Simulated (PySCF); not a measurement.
Isomers of [C5H8NOS]+ (charge +1), one GFN2-xTB conformer each. Single-point energies are computed at PBE0/pcSseg-1 (PySCF, gas phase, no added dispersion term), electronic only.

**Question.** Rank them by PBE0/pcSseg-1 energy, lowest first (kcal/mol).
A. `[CH3:1][n+:2]1[cH:3][s:4][c:5]([CH2:6][OH:7])[cH:8]1` (charge +1) with S4–C5–C6–O7 0°, C5–C6–O7–H 180°
B. `[CH3:1][O:2][c:3]1[cH:4][s:5][cH:6][n+:7]1[CH3:8]` (charge +1) with C1–O2–C3–C4 0°

**Answer.** A (0.0), B (3.8).

As drawn, the lower has an O–H bond, which the higher lacks. Neighbours under 5.0 kcal/mol apart (C[n+]1csc(CO)c1 and COc1csc[n+]1C) can change places with a better method, another conformer or zero-point energy. GFN2-xTB itself gives, in the same order: 3.6, 0.0. GFN2-xTB puts COc1csc[n+]1C lowest instead.

**Question.** Which frontier levels and rotational constants go with these structures?

**Answer.** 
```
         SMILES  HOMO (eV, PBE0/pcSseg-1)  LUMO (eV)      A, B, C (MHz)
C[n+]1csc(CO)c1                    -11.98      -6.12  4381, 1202, 954.3
  COc1csc[n+]1C                    -11.77      -6.37   2756, 1542, 1001
```
